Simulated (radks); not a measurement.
Valence configurations of Cr+ (all share [Ar]). Calculated with a radial shooting solver on a logarithmic mesh with Libxc functionals: Dirac Kohn-Sham, BLYP, spin-unpolarised, spherical densities, finite nucleus; open shells fill j = l - 1/2 first; Fermi nuclear charge, rms radius 3.6452 fm. Energies are relative to 3d5; eigenvalues in eV.

| valence | E (eV) | e(3d3/2) | e(3d5/2) | e(4p1/2) | e(4p3/2) | e(4s1/2) |
|---|---|---|---|---|---|---|
| 3d5 | 0.000 | -9.942 | -9.863 | - | - | - |
| 3d4.5 4s0.5 | 0.140 | -11.701 | -11.616 | - | - | -10.757 |
| 3d4 4s1 | 0.901 | -13.771 | - | - | - | -11.455 |
| 3d4.5 4p0.5 | 2.222 | -12.312 | -12.226 | -6.965 | - | - |
| 3d3 4s2 | 4.882 | -18.783 | - | - | - | -12.978 |
| 3d4 4p1 | 5.316 | -14.989 | - | -7.731 | - | - |
| 3d1 4s2 4p2 | 37.454 | -33.731 | - | -11.328 | - | -17.396 |
| 3d1 4s1 4p3 | 43.697 | -34.791 | - | -11.796 | -11.666 | -17.958 |
| 4s2 4p3 | 63.366 | - | - | -12.869 | -12.719 | -19.496 |
| 4s1 4p4 | 70.184 | - | - | -13.296 | -13.142 | -20.001 |

NIST lists [Ar] 3d5 as the ground configuration; this level of theory agrees among the configurations tried. The energies are those of spherical spin-averaged densities, not of single terms.
